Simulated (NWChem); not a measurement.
A series in which one site is exchanged, each optimised at PBE0/def2-SVP with NWChem, gas phase unless a solvent is named. All stand in one matching conformer (torsions within 35°), which need not be the lowest. 

A: [NH2][Ga]([Cl])[Cl] (GaNH₂Cl₂; site = Ga)
B: [Al]([Cl])([NH2])[Cl] (AlNH2Cl2; site = Al)
C: B(Cl)(N)Cl (BNH2Cl2; site = B)
D: [Cl][Sc]([NH2])[Cl] (ScNH2Cl2; site = Sc)

Task: Rank them by static polarisability, PBE/def2-SVPD (bohr³), lowest first.

Result: C (52.8), B (62.4), A (66.3), D (75.2)
